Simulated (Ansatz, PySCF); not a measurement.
The Ansatz (an electronic-structure program) input:
Ansatz 0.2 input:
```yaml
crystal:
  periodic: [false, false, false]
  atoms:
    - {symbol: C, position_ang: [0.00386916, 0.00066529, 0.10150064]}
    - {symbol: H, position_ang: [0.00046091, 0.97908788, -0.31139250]}
    - {symbol: H, position_ang: [-0.02367585, -0.98307960, -0.29761136]}
basis:
  gaussian:
    orbitals: def2-SVP
hamiltonian:
  xc: {name: wB97X-V}
magnetization: {spin_polarized: true, initial_magnetization: 2}
accuracy: high
```

Question: Write the same job for PySCF.

Answer: This is not unique; one that fits is 
```python
from pyscf import gto, scf, dft

mol = gto.M(
    atom='''
C     0.00386916    0.00066529    0.10150064
H     0.00046091    0.97908788   -0.31139250
H    -0.02367585   -0.98307960   -0.29761136
''',
    basis='def2-svp',
    spin=2,
    verbose=4,
)

mf = dft.UKS(mol)
mf.xc = 'wb97x_v'
mf.grids.atom_grid = (99, 590)
mf.grids.prune = None
mf.kernel()
```

Both were run: Ansatz gave -39.101016 Eh and PySCF -39.101016 Eh, 0.000 mEh apart.
